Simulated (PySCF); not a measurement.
Compound: NbH4 (doublet state).
Cartesian coordinates in Å at the PBE0-D3(BJ)/def2-SVP level; atoms count from 1:
```
atom  x, y, z in Å
Nb1    0.000    0.000    0.000
H2    -0.044   -0.018    1.759
H3     1.638    0.011   -0.642
H4    -0.801    1.469   -0.544
H5    -0.793   -1.462   -0.573
```

The calculation used PBE0-D3(BJ)/def2-SVP geometry optimisation, gas phase, def2 core potentials past Kr (PySCF).

(1) Which atoms are bound to Nb1, and at what distances?

(2) List the angles at Nb1.

(3) What is the shape at Nb1?

## Answers

(1) 4 atoms: H3 1.759 Å, H2 1.759 Å, H5 1.759 Å, H4 1.759 Å.

(2) 
```tsv
angle	degrees	distance of the outer atoms (Å)
H4–Nb1–H5	112.8	2.93
H2–Nb1–H3	112.8	2.93
H2–Nb1–H5	107.8	2.84
H2–Nb1–H4	107.8	2.84
H3–Nb1–H4	107.8	2.84
H3–Nb1–H5	107.8	2.84
```

(3) Tetrahedral: angles from 107.8° to 112.8°; τ4 = (360° − α − β)/141° = 0.95 with α and β the two widest (0 for a square, 1 for a tetrahedron).

Point group: near Td, missed by 0.09 Å at most; the miss may be what the optimiser left on a soft mode (D2d holds within 0.08 Å). Charge 0, doublet. ⟨S²⟩ = 0.756 (exact for a doublet: 0.75). No PBE0-D3(BJ)/def2-SVP frequencies stand behind this structure, so it isn't proved a minimum.

Hardware: an x86-64 server with one thread (shared host). Cost: 6.2 s. These figures are those of the optimisation.

For an open-shell metal species like this, the optimisation's SCF solution wasn't tested for stability and no frequencies at its level were run, so a lower state or another shape may exist.
